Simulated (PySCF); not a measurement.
# One molecule, several mistakes: BGeH5OSi

All numbers below are calculated, not measured. They come from PySCF 2.14.0, an open-source quantum chemistry program, on an isolated molecule that a program drew, which may never have been made. The molecule is BGeH5OSi (charge 0, singlet), drawn as the SMILES string `O[B]([SiH3])[GeH]`.

Each row is a Hartree-Fock (HF) and frozen-core CCSD(T) single point in the cc-pV(D+d)Z basis, meant for a local HF minimum. Run 1 is clean. Each other run has one planted mistake out of seven kinds, and not every kind appears here: one electron removed, one electron added, multiplicity raised by two, geometry at a saddle point, minimal basis STO-3G, one bond length entered in bohr, all coordinates scaled. The reference is restricted for singlets and unrestricted otherwise, and also for a bond in bohr. Adding or removing an electron swaps singlet and doublet. Electrons count all cores. HOMO and LUMO are orbital energies over both spins, the gradient is its largest component, and the lowest frequency (negative if imaginary) is given only where the gradient is small. Bond lengths are over the 8 bonds as drawn. T1 is the CCSD diagnostic: over 0.02 (restricted) or 0.045 (unrestricted) a single reference is doubtful. Germanium has the cc-pVDZ-PP basis, with a core potential (ECP10MDF) in place of its 10 inner electrons, and its 3s, 3p and 3d shells are frozen in CCSD(T).

Geometry of the clean run:
```xyz
9
BGeH5OSi, angstrom
O     0.2628    2.7531   -0.6311
B     0.1449    1.7717    0.2968
Si   -1.4360    2.0005    1.6170
Ge    1.3590    0.0605    0.6599
H     0.9818    2.6560   -1.2369
H    -1.4771    0.8815    2.5988
H    -1.3113    3.2661    2.3850
H    -2.7289    2.0082    0.8866
H     0.3484   -0.8578   -0.1468
```

```
run,electrons,basis functions,<S^2>,HOMO (eV),LUMO (eV),gradient (hartree/bohr),lowest frequency (cm^-1),mean bond (Å),longest bond (Å),T1,HF (hartree),CCSD(T) (hartree),mistake
1,64,99,0.000,-8.20,0.20,3.6e-06,76,1.5685,2.129,0.0172,-684.76295,-685.28106,no fault
2,64,99,0.000,-8.04,0.41,9.7e-02,-,1.4509,1.970,0.0164,-684.71086,-685.22293,all coordinates scaled
3,64,99,1.140,-8.66,0.45,1.9e-02,-,1.7193,2.562,0.0515,-684.61099,-685.09650,?
4,63,99,0.806,-15.55,-6.27,6.5e-02,-,1.5685,2.129,0.0237,-684.49793,-684.99440,?
```

**Which mistake was planted in run 3, and what did it cost?**

The mean bond changes by a factor of 1.096 and the longest by 1.203, so the molecule wasn't scaled as a whole. A length L in bohr read as angstrom grows by (1/0.5292 - 1) L = 0.890 L. The 8 bonds together grew by 8 x 0.1508 = 1.206 Å, which gives L = 1.356 Å. That is bond O1-B2, 1.356 Å in the clean geometry. So the mistake is: one bond length entered in bohr. Subtracting run 1 and multiplying by 627.51 kcal/mol a hartree, the energy moved by 95.4 kcal/mol in HF and 115.8 kcal/mol in CCSD(T).

**Which mistake was planted in run 4, and what did it cost?**

It counts 63 electrons, one fewer than the clean run, at the same geometry and basis. So the mistake is: one electron removed. Subtracting run 1 and multiplying by 627.51 kcal/mol a hartree, the energy moved by 166.3 kcal/mol in HF and 179.9 kcal/mol in CCSD(T).

Cautions from the logs. Run 3: T1 is over the limit, so its CCSD(T) energy is less reliable.
